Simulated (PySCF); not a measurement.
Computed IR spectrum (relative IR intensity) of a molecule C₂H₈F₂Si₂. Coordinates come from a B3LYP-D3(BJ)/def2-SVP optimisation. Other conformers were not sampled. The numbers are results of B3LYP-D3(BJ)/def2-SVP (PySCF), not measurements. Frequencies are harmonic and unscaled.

Lines under 2 % of the strongest are left out, and lines within 2 cm⁻¹ are merged.

ν (cm⁻¹): 358 (w), 365 (w), 451 (vw), 510 (w), 713 (w), 787 (vs), 841 (vs), 889 (s), 940 (w), 943 (m), 955 (s), 979 (m), 1100 (vs), 1140 (s), 1204 (w), 1223 (m), 1392 (w), 1404 (m), 1441 (m), 2202 (m), 2211 (m), 2214 (m), 2223 (s), 2230 (s), 3048 (m), 3054 (vw) (against the strongest line: vs over 80 %, s over 45 %, m over 15 %, w over 4 %, vw less)

Task: Identify the compound among the candidates.
A) FC[Si@H](F)C[SiH3]
B) C[Si@H](F)[Si@H](C)F
C) C[Si@@H]([SiH3])C(F)F
D) FC(F)C[SiH2][SiH3]

Result: D, FC(F)C[SiH2][SiH3]
